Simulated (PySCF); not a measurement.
# Mayer bond orders and bond lengths

C8H13P.
SMILES with atom numbers: `[CH3:1][C:2]([CH3:3])([CH3:4])[p:5]1[cH:6][cH:7][cH:8][cH:9]1` (hydrogens: H10, H11, H12 on C1; H13, H14, H15 on C3; H16, H17, H18 on C4; H19 on C6; H20 on C7; H21 on C8; H22 on C9)

Structure used (GFN2-xTB), in Å, numbered top down from 1:
```xyz
22
C8H13P angstrom
C     -0.784   -1.289   -0.217
C     -0.977    0.222   -0.150
C     -1.927    0.589    0.987
C     -1.512    0.751   -1.479
P      0.656    1.130    0.184
C      1.395    0.203    1.534
C      2.524   -0.411    1.129
C      2.762   -0.320   -0.286
C      1.814    0.364   -0.957
H     -1.742   -1.772   -0.409
H     -0.096   -1.558   -1.015
H     -0.387   -1.672    0.721
H     -2.049    1.668    1.053
H     -1.546    0.226    1.940
H     -2.906    0.142    0.818
H     -2.482    0.307   -1.697
H     -1.629    1.833   -1.443
H     -0.833    0.504   -2.293
H      1.060    0.271    2.557
H      3.196   -0.949    1.781
H      3.621   -0.786   -0.745
H      1.830    0.568   -2.015
```

Bond orders from the PBE0/pcSseg-1 density (PySCF). Geometry: GFN2-xTB, one conformer, isolated molecule.

Question: Where do the orders between heavy atoms depart from those drawn in the SMILES?

Answer: The largest departure is 0.490, at P5–C6 (drawn aromatic, 1.010) and C9–P5 (drawn aromatic, 1.010), counting aromatic bonds as 1.5. The bonds drawn aromatic range from 1.01 to 1.72.

Question: Set the Mayer orders of the bonds beside their lengths.

Answer: 
```tsv
bond	drawn as	length (Å)	Mayer order
C1–C2	single	1.524	0.985
C2–C3	single	1.527	1.002
C2–C4	single	1.527	1.002
C2–P5	single	1.898	0.902
P5–C6	aromatic	1.797	1.010
C6–C7	aromatic	1.348	1.716
C7–C8	aromatic	1.438	1.145
C8–C9	aromatic	1.348	1.716
C9–P5	aromatic	1.797	1.010
C1–H10	single	1.090	0.960
C1–H11	single	1.088	0.959
C1–H12	single	1.088	0.959
C3–H13	single	1.089	0.958
C3–H14	single	1.088	0.962
C3–H15	single	1.089	0.957
C4–H16	single	1.089	0.957
C4–H17	single	1.089	0.958
C4–H18	single	1.088	0.962
C6–H19	single	1.078	0.955
C7–H20	single	1.079	0.974
C8–H21	single	1.079	0.974
C9–H22	single	1.078	0.955
```

Bonds between the same two heavy elements. C–C: lowest C1–C2 (0.985, 1.524 Å), highest C6–C7 and C8–C9 (1.716, 1.348 Å). C–P: lowest C2–P5 (0.902, 1.898 Å), highest P5–C6 and C9–P5 (1.010, 1.797 Å). Bonds named together lie within 0.004.

Question: Sum the orders of all bonds at each heavy atom with more than one neighbour and set the sums beside the valence in the SMILES.

Answer: C1 3.863 (drawn 4), C2 3.891 (drawn 4), C3 3.879 (drawn 4), C4 3.879 (drawn 4), P5 2.922 (drawn 3), C6 3.681 (drawn 4), C7 3.835 (drawn 4), C8 3.835 (drawn 4), C9 3.681 (drawn 4). Orders between atoms that aren't bonded are not in these sums.

For a closed shell the Mayer order of atoms A and B is Σ (PS)μν (PS)νμ over the basis functions μ on A and ν on B, with P the density and S the overlap matrix.

These values come from a run that also computed NMR shieldings. The run took 38 s on Intel Xeon 6975P-C, one thread, shared host, and the process peaked at 1.0 GiB of memory.
